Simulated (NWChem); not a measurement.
Molecule: CHBClF$_{3}$O; SMILES B(C(F)(F)F)(Cl)O

```xyz
8

B     -0.5003     0.5724    -0.0001
C      0.1738    -0.8965     0.0000
F      0.9322    -1.1097    -1.0773
F     -0.7959    -1.8410    -0.0041
F      0.9252    -1.1121     1.0818
Cl     0.5177     1.9871     0.0000
O     -1.8284     0.6847    -0.0001
H     -2.2680    -0.1768    -0.0006
```
Atoms are numbered in this order, from 1.

All runs: NWChem. Structure relaxed at the PBE0/def2-SVP level. Level r2SCAN/def2-SVP: energy and gradient on several grids; changes count from the extra-fine grid, which is no exact limit either.

```json
[
 {"grid": "xcoarse", "size of the energy change (μHa)": "9000", "largest change of a gradient component (μHa/bohr)": "5000", "time, medium = 1 (rough)": "about 1"},
 {"grid": "coarse", "size of the energy change (μHa)": "600", "largest change of a gradient component (μHa/bohr)": "300", "time, medium = 1 (rough)": "about 1"},
 {"grid": "medium", "size of the energy change (μHa)": "60", "largest change of a gradient component (μHa/bohr)": "50", "time, medium = 1 (rough)": "about 1"},
 {"grid": "fine", "size of the energy change (μHa)": "50", "largest change of a gradient component (μHa/bohr)": "< 30", "time, medium = 1 (rough)": "about 1"},
 {"grid": "xfine", "size of the energy change (μHa)": "< 10", "largest change of a gradient component (μHa/bohr)": "< 30", "time, medium = 1 (rough)": "2"}
]
```
